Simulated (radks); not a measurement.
Values are calculated unless marked as measured or tabulated.
S8+, 8 electrons, occupied as [He] 2s2 2p4. Code: a radial shooting solver on a logarithmic mesh with Libxc functionals. Model: non-relativistic Kohn-Sham, AM05, spin-polarised, spherical densities, point nucleus; open shells are filled with parallel spins first.

Local quantities along the radius. ELF = 1/(1 + alpha^2) is the electron localisation function; alpha = (tau - tau_W)/tau_unif compares the Pauli kinetic energy density with that of the uniform gas (summed over spins); s = |grad rho|/(2 (3 pi^2)^(1/3) rho^(4/3)) is the reduced gradient; r v_xc is r times the local exchange-correlation potential of spin up (hartree bohr); 4 pi r^2 rho is in e/bohr.

| r (bohr) | ELF | alpha | s | r v_xc | 4 pi r^2 rho |
|---|---|---|---|---|---|
| 0.006176 | 1.000 | 0.008526 | 0.3979 | -0.08199 | 1.050 |
| 0.007726 | 1.000 | 0.009118 | 0.4044 | -0.1006 | 1.564 |
| 0.009666 | 1.000 | 0.009919 | 0.4127 | -0.1230 | 2.301 |
| 0.01219 | 1.000 | 0.01107 | 0.4237 | -0.1507 | 3.377 |
| 0.01525 | 1.000 | 0.01266 | 0.4374 | -0.1824 | 4.793 |
| 0.01908 | 1.000 | 0.01498 | 0.4550 | -0.2190 | 6.639 |
| 0.02387 | 1.000 | 0.01851 | 0.4779 | -0.2605 | 8.922 |
| 0.0301 | 0.999 | 0.02441 | 0.5091 | -0.3079 | 11.64 |
| 0.03766 | 0.999 | 0.03420 | 0.5491 | -0.3563 | 14.34 |
| 0.04712 | 0.997 | 0.05217 | 0.6023 | -0.4046 | 16.66 |
| 0.05895 | 0.992 | 0.08826 | 0.6729 | -0.4489 | 18.03 |
| 0.07434 | 0.971 | 0.1725 | 0.7676 | -0.4848 | 17.89 |
| 0.093 | 0.879 | 0.3711 | 0.8733 | -0.5049 | 16.15 |
| 0.1164 | 0.584 | 0.8437 | 0.9472 | -0.5102 | 13.45 |
| 0.1456 | 0.269 | 1.647 | 0.8648 | -0.5164 | 11.07 |
| 0.1836 | 0.212 | 1.926 | 0.5574 | -0.5757 | 10.33 |
| 0.2297 | 0.402 | 1.220 | 0.3443 | -0.6678 | 11.59 |
| 0.2873 | 0.700 | 0.6545 | 0.3623 | -0.7615 | 13.46 |
| 0.3595 | 0.843 | 0.4318 | 0.5048 | -0.8340 | 13.85 |
| 0.4533 | 0.877 | 0.3745 | 0.7404 | -0.8514 | 11.42 |
| 0.5672 | 0.850 | 0.4209 | 1.111 | -0.7823 | 7.220 |
| 0.7096 | 0.728 | 0.6105 | 1.789 | -0.6243 | 3.297 |
| 0.8877 | 0.417 | 1.183 | 3.211 | -0.4426 | 1.016 |
| 1.119 | 0.081 | 3.366 | 6.858 | -0.3017 | 0.1807 |
| 1.401 | 0.005 | 14.09 | 17.30 | -0.2071 | 0.01867 |
| 1.752 | 0.000 | 97.71 | 55.41 | -0.1380 | 0.0009235 |

On this mesh the ELF has minima near r = 0.16 bohr, which separate the shells, and maxima near 0.45 (0.88).
